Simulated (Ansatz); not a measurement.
System: sum formula AlN$_{2}$H$_{4}$Br (charge 0, singlet). 
Coordinates optimised at B3LYP-D3(BJ)/def2-TZVP (Ansatz, a program for electronic structure):
```
Al
N 1 1.7611
H 2 1.0072 1 125.73
H 2 1.0072 3 110.63 1 -180.00
N 1 1.7611 2 123.37 3 0.00
H 5 1.0072 1 125.73 2 0.00
H 5 1.0072 6 110.63 1 180.00
Br 1 2.2672 2 118.31 3 -180.00
```
Charge 0, spin multiplicity 1.

Computed values are from Ansatz. Correlated levels leave the core frozen unless marked. UHF or UKS for open shells. No spin-orbit coupling. The frozen core is the preceding noble-gas configuration, with the filled d and f shells of earlier blocks. No relativistic terms. Basis-set limits of correlation are two-point, X^-3; Hartree-Fock from the larger set.

Q: What is the vertical triplet-singlet gap at CCSD(T)/CBS(def2-TZVPPD,def2-QZVPPD)?

A: 5.68 eV.

Q: What is the dipole moment at CCSD(T)/def2-SVPD?

A: 2.50 D.

Q: What is the atomisation energy De at CCSD(T)/CBS(def2-TZVPPD,def2-QZVPPD)?

A: 646.9 kcal/mol.

Q: What is the T1 diagnostic at CCSD/def2-QZVPPD?

A: 0.009.

Q: What is the total energy at CCSD(T)/CBS(def2-TZVPPD,def2-QZVPPD)?

A: -2926.6606 Eh.
